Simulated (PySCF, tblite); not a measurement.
C3H8B2OSi.
Cartesian coordinates in Å at the GFN2-xTB level; atoms count from 1:
```xyz
15
C3H8B2OSi angstrom
B      1.8475    0.2921   -0.5113
C      1.4848   -0.6667    0.6825
C      0.0917   -0.3235    0.2807
C     -0.5254   -0.8088   -0.8302
B     -1.9399   -0.1840   -1.0389
O     -2.2449    0.7087   -0.0657
Si    -1.0823    0.9356    1.0832
H      2.1352   -0.1595   -1.5506
H      1.8758    1.4522   -0.3531
H      1.7194   -1.7188    0.5450
H      1.7098   -0.3560    1.6974
H     -0.0584   -1.5688   -1.4427
H     -2.7116   -0.3984   -1.8920
H     -1.6234    0.4696    2.3562
H     -0.6828    2.3343    1.0177
```

Jobs on this species (15 atoms, 58 electrons) with PySCF (density fitting) and tblite. Hardware of each: Arm Neoverse V1, one thread, no GPU, on a shared host. Times come from a shared host and carry two figures at best.

Problem. Rank these jobs by wall time, shortest first.
A. CAM-B3LYP/def2-SVPD; 8 singlets by full TDDFT, 3 Tamm–Dancoff triplets, polarisability; 211 basis functions
B. GFN2-xTB; L-BFGS relaxation
C. PBE0/pcSseg-1; shieldings, ring-centre shieldings, charges and field gradients; 166 basis functions

Solution. B (0.86 s), C (20 s), A (37 s).

All jobs:

```
 level and settings                                                               work  basis functions  SCF cycles  wall time
           GFN2-xTB                                                  L-BFGS relaxation                –           –     0.86 s
      PBE0/pcSseg-1    shieldings, ring-centre shieldings, charges and field gradients              166          14       20 s
CAM-B3LYP/def2-SVPD  8 singlets by full TDDFT, 3 Tamm–Dancoff triplets, polarisability              211          12       37 s
```

Problem. What do all jobs in the table cost together?

Solution. About 58 s; the longest takes about 64 % of that, and about 43 times as long as the shortest.
